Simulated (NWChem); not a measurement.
Everything below was run with NWChem. System: Tl, charge 1, spin multiplicity 1. Level: MP2/def2-TZVP with def2 effective core potentials on Tl, 4 core orbitals frozen.

Part of the output:

```
             Northwest Computational Chemistry Package (NWChem) 7.3.0
             --------------------------------------------------------

                                NWChem Input Module
                                -------------------

 Scaling coordinates for geometry "geometry" by  1.889725989
 (inverse scale =  0.529177249)

                             Geometry "geometry" -> ""
                             -------------------------

 Output coordinates in angstroms (scale by  1.889725989 to convert to a.u.)

  No.       Tag          Charge          X              Y              Z
 ---- ---------------- ---------- -------------- -------------- --------------
    1 Tl                  81.0000     0.00000000     0.00000000     0.00000000

 Effective nuclear repulsion energy (a.u.)       0.0000000000

            Nuclear Dipole moment (a.u.)
            ----------------------------
        X                 Y               Z
 ---------------- ---------------- ----------------
     0.0000000000     0.0000000000     0.0000000000

      Symmetry information
      --------------------

 Group name             D2h
 Group number             26
 Group order               8
 No. of unique centers     1

      Symmetry unique atoms

     1


 Summary of "ao basis" -> "" (spherical)
 ------------------------------------------------------------------------------
       Tag                 Description            Shells   Functions and Types
 ---------------- ------------------------------  ------  ---------------------
 *                         def2-tzvp                  on all atoms

 Summary of "ao basis" -> "ao basis" (spherical)
 ------------------------------------------------------------------------------
       Tag                 Description            Shells   Functions and Types
 ---------------- ------------------------------  ------  ---------------------
 Tl                        def2-tzvp                16       50   6s5p3d2f

                                 NWChem SCF Module
                                 -----------------

  ao basis        = "ao basis"
  functions       =    50
  atoms           =     1
  closed shells   =    10
  open shells     =     0
  charge          =   1.00
  wavefunction    = RHF
  use symmetry    = T
  symmetry adapt  = T

 Summary of "ao basis" -> "ao basis" (spherical)
 ------------------------------------------------------------------------------
       Tag                 Description            Shells   Functions and Types
[...]
           0.000000000000           0.000000000000           0.000000000000

  Mulliken analysis of the total density
  --------------------------------------

    Atom       Charge   Shell Charges
 -----------   ------   -------------------------------------------------------
    1 Tl  21    20.00   0.06 -0.57  1.75  0.77  1.27  0.72 -0.55  6.48  0.07 -0.00  0.00  9.11  0.87  0.02  0.00  0.00

       Multipole analysis of the density wrt the origin
       ------------------------------------------------

     L   x y z        total         open         nuclear
     -   - - -        -----         ----         -------
     0   0 0 0      1.000000      0.000000     21.000000

     1   1 0 0      0.000000      0.000000      0.000000
     1   0 1 0     -0.000000      0.000000      0.000000
     1   0 0 1      0.000000      0.000000      0.000000

     2   2 0 0    -14.995354      0.000000      0.000000
     2   1 1 0     -0.000000      0.000000      0.000000
     2   1 0 1     -0.000000      0.000000      0.000000
     2   0 2 0    -14.995354      0.000000      0.000000
     2   0 1 1      0.000000      0.000000      0.000000
     2   0 0 2    -14.995354      0.000000      0.000000

                   NWChem MP2 Semi-direct Energy/Gradient Module
                   ---------------------------------------------

  Basis functions       =     50
  Molecular orbitals    =     50
  Frozen core           =      4
  Frozen virtuals       =      0
  Active alpha occupied =      6
  Active beta occupied  =      6
  Active alpha virtual  =     40
  Active beta virtual   =     40
  Use MO symmetry       = T
  Use skeleton AO sym   = T

  AO/Fock/Back tols     =   1.0D-09  1.0D-09  1.0D-09

 GA uses MA = F    GA memory limited = T

 Available:
  local mem=  1.26D+08
 global mem=  1.44D+08
 local disk=  0.00D+00
  mp2_memr nvloc                    40
  nvloc new                    40
   1 passes of   6:        3145728                      17095                   1044742.
   1 passes of   6: M    126143209           G      144174200           F     122997481.

 Semi-direct pass number   1 of   1  for RHF alpha+beta  at        0.3s
  vrange nnbf                  1275
  mp2_eaftype                    10  avail_ma_in_mb                  1099
 EAF : mp2_eaftype filesize          10     522371.
  mp2_eaf for mointskh                     10
Node 0 wrote      2.4 Mb in      0.0 s     Agg I/O rate:  2532.4 Mb/s
 Done moints_semi at        0.7s
  mp2_eaftype                    10  avail_ma_in_mb                  1089
 EAF : mp2_eaftype filesize          10     522371.
  mp2_eaf for kh                    10
 Done maket at        0.7s
 Done multipass loop at        0.7s

          -------------------------------------------
          SCF energy                -171.330782915102
          Correlation energy          -0.336350113693
          Singlet pairs               -0.160456318304
          Triplet pairs               -0.175893795389
          Total MP2 energy          -171.667133028795
          -------------------------------------------

          ---------------------------------------------------
                    Spin Component Scaled (SCS) MP2
          Same spin pairs                     -0.117262530259
          Same spin scaling factor             0.333333333333
          Opposite spin pairs                 -0.219087583433
          Opposite spin scaling fact.          1.200000000000
          SCS-MP2 correlation energy          -0.301992610206
          Total SCS-MP2 energy              -171.632775525309
          ---------------------------------------------------

 -----------------------
 Performance information
 -----------------------

 Timer overhead =  1.31D-07 seconds/call

               Nr. of calls         CPU time (s)                 Wall time (s)                GFlops
             ---------------    -------------------     ------------------------------   -------------------
Name         Min   Avg   Max    Min     Avg     Max     Min     Avg     Max   Mx/calls   Min     Max     Sum
mp2: moin     1     1     1   0.40    0.40    0.40     0.40    0.40    0.40    0.40      0.0     0.0     0.0
mp2: make     1     1     1   7.91E-3 7.91E-3 7.91E-3  7.91E-3 7.91E-3 7.91E-3 7.91E-3   0.0     0.0     0.0
mp2: tota     1     1     1   0.44    0.44    0.44     0.44    0.44    0.44    0.44      0.0     0.0     0.0

 The average no. of pstat calls per process was 3.00D+00
 with a timing overhead of 3.94D-07s

 Task  times  cpu:        0.7s     wall:        0.7s

 Total times  cpu:        0.7s     wall:        0.7s
```

**Question.** Write an NWChem input that would produce this output.

**Answer.** Several could match; the one computed here: 
```
start mol
memory heap 200 mb stack 900 mb global 1100 mb
charge 1
geometry units angstroms nocenter noautoz
  Tl     0.000000     0.000000     0.000000
  symmetry group D2h
end
basis spherical
  * library def2-tzvp
end
ecp
  Tl library def2-ecp
end
scf
  rhf
  nopen 0
  maxiter 100
  thresh 1e-7
  semidirect memsize 60000000 filesize 0
end
mp2
  freeze core 4
end
task mp2 energy
```
